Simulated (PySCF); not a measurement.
C$_{3}$H$_{9}$Sb, triplet, at the geometry of the source list (a higher spin typed on purpose: for a closed-shell molecule this is an excited state) (all electrons, no relativity) (in this run its highest filled SCF level lies above zero, so its values depend strongly on the basis, on diffuse functions most of all). Base run: PBE0/STO-3G (PySCF).

Here is a job for PySCF.
```python
from pyscf import gto, scf, dft

mol = gto.M(
    atom='''
Sb   -0.00200000    0.01770000    1.22880000
C     0.18730000   -1.81640000    0.08130000
H     0.84370000   -2.51580000    0.59200000
H     0.59880000   -1.58780000   -0.89860000
H    -0.79230000   -2.27250000   -0.03440000
C     1.46900000    1.08240000    0.04220000
H     2.46560000    0.71800000    0.26500000
H     1.42780000    2.14210000    0.26600000
H     1.25900000    0.93180000   -1.01090000
C    -1.65400000    0.73500000    0.01980000
H    -2.56070000    0.20220000    0.28500000
H    -1.43260000    0.56960000   -1.02890000
H    -1.80950000    1.79370000    0.19270000
''',
    basis='sto-3g',
    spin=2,
    verbose=4,
)

mf = dft.UKS(mol)
mf.xc = 'pbe0'
mf.kernel()
mo_i, mo_e, stable_i, stable_e = mf.stability(internal=True, external=False, return_status=True, nroots=6, tol=1e-6)
print('internally stable:', stable_i, ' externally stable:', stable_e)
if not stable_i:
    umf = mf.copy()
    umf.scf_summary = {}
    umf.kernel(umf.make_rdm1(mo_i, mf.mo_occ))
```

The bond that is stretched is that between atoms 13 and 10. A test that says stable can miss a lower solution.

Each row names what was changed in the base input (with any setting that the change needs).

```
change       ΔE vs base (kcal/mol)  <S^2>                      stability test says
-----------  ---------------------  -----  ---------------------------------------
base                         0.000  2.003  internally stable (external not tested)
bond × 1.25                  21.36  2.004  internally stable (external not tested)
bond × 1.5                   62.52  2.016                     internal instability
bond × 1.8                   10.39  2.005  internally stable (external not tested)
bond × 2.2                   -4.60  2.005  internally stable (external not tested)
bond × 3.0                   -9.07  2.005  internally stable (external not tested)
```

On stretching, the SCF can end on different states; <S^2> shows the spin contamination of each.
